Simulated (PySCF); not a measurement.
C3F5O (SMILES O=C([C](F)F)C(F)(F)F), doublet, geometry from GFN2-xTB, atoms displaced at random by about 0.05 Å a coordinate. Base run: PBE/STO-3G in PySCF.

Input for PySCF:
```python
from pyscf import gto, scf, dft
from pyscf.geomopt import geometric_solver

mol = gto.M(
    atom='''
O     0.518699    0.810365    1.710000
C     0.287506    0.230381    0.646193
C     1.369688   -0.038596   -0.295587
F     2.603639    0.186990    0.076879
F     1.198304   -0.592782   -1.421247
C    -1.015982   -0.008049    0.130952
F    -2.109961    0.343376    0.943701
F    -1.350391    0.701847   -1.052259
F    -1.172068   -1.317524   -0.189649
''',
    basis='sto-3g',
    charge=0,
    spin=1,
    verbose=3,
)

def method(m):
    mf = dft.UKS(m)
    mf.xc = 'pbe'
    return mf

conv, mol_eq = geometric_solver.kernel(method(mol), maxsteps=100)
print('optimisation converged:', conv)
print(mol_eq.tostring(format='xyz'))
mf = method(mol_eq)
mf.kernel()
```

Each row names what was changed in the base input (with any setting that the change needs).

```
change                           ΔE vs base (kJ/mol)  optimiser steps  core-seconds (rough)                outcome
-------------------------------  -------------------  ---------------  --------------------  ---------------------
base                                            0.00               18                   200              converged
trust = 0.02                                    0.01               20                   200              converged
coordsys = dlc                                  0.24               11                   100              converged
convergence_set = NWCHEM_LOOSE                  0.00               17                   200              converged
convergence_set = GAU_VERYTIGHT                    -                -                     -  cut at the time limit
```

Open shells are given as the SCF converged; they aren't shown to be the lowest states, and a large step between rows can be another state.
